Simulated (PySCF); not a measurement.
# Radial density of Sr²⁺ (strontium, charge +2)

M06, [Kr], closed-shell 1S. All numbers are calculated (PySCF 2.14, a scalar-relativistic core potential, in def2-TZVPPD with the def2 core potential (28 electrons) (6s4p3d1f, 40 functions)). This is the valence pseudo-density: the core potential removes the inner electrons and smooths the orbitals near the nucleus.

```json
{"r (bohr)": "0.0852", "4πr²ρ (e/bohr)": "2.117e-05"}
{"r (bohr)": "0.143", "4πr²ρ (e/bohr)": "0.0001210"}
{"r (bohr)": "0.241", "4πr²ρ (e/bohr)": "0.001275"}
{"r (bohr)": "0.405", "4πr²ρ (e/bohr)": "0.03712"}
{"r (bohr)": "0.682", "4πr²ρ (e/bohr)": "1.223"}
{"r (bohr)": "1.15", "4πr²ρ (e/bohr)": "6.567"}
{"r (bohr)": "1.93", "4πr²ρ (e/bohr)": "3.354"}
{"r (bohr)": "3.24", "4πr²ρ (e/bohr)": "0.1700"}
{"r (bohr)": "5.46", "4πr²ρ (e/bohr)": "0.0003478"}
```

Energies and moments cover only the electrons outside the core potential.
